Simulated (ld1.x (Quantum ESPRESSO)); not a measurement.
# u(r) = r·R(r): atom against pseudo-atom (magnesium)

Columns: radius, all-electron u(r) and pseudo u(r) of the 2s shell (level -99.44 eV) of magnesium in the configuration [He] 2s2 2p6 3s0 3p0; Wu–Cohen, non-relativistic, TM scheme, ld1.x (Quantum ESPRESSO) 7.5.

```tsv
r (bohr)	all-electron	pseudo
0.062	0.5590	-0.1223
0.125	0.3611	-0.2591
0.188	-0.0551	-0.4206
0.250	-0.4600	-0.6098
0.312	-0.7846	-0.8180
0.375	-1.0162	-1.0147
0.438	-1.1570	-1.1553
0.500	-1.2237	-1.2236
0.562	-1.2364	-1.2364
0.625	-1.2099	-1.2099
0.688	-1.1566	-1.1566
0.750	-1.0877	-1.0877
0.812	-1.0096	-1.0096
0.875	-0.9262	-0.9262
0.938	-0.8423	-0.8423
1.000	-0.7619	-0.7619
1.062	-0.6851	-0.6851
1.125	-0.6119	-0.6119
1.188	-0.5441	-0.5441
1.250	-0.4829	-0.4829
1.312	-0.4272	-0.4272
1.375	-0.3761	-0.3761
1.438	-0.3302	-0.3302
1.500	-0.2900	-0.2900
1.562	-0.2543	-0.2543
1.625	-0.2221	-0.2221
```

Question: How many radial nodes do the two functions have?

Answer: The all-electron 2s function has n − l − 1 = 1; the pseudo-wave has 0, since the states of the same l below it are removed with the core.

Question: At about which radius was the pseudo-wave matched?

Answer: 0.55 bohr, where the columns begin to agree (steps of 0.06 bohr).

Question: Is the pseudo-wave norm-conserving?

Answer: Yes: the TM scheme keeps the norm inside the radius equal to the all-electron one, which fixes the energy derivative of the logarithmic derivative at the level.
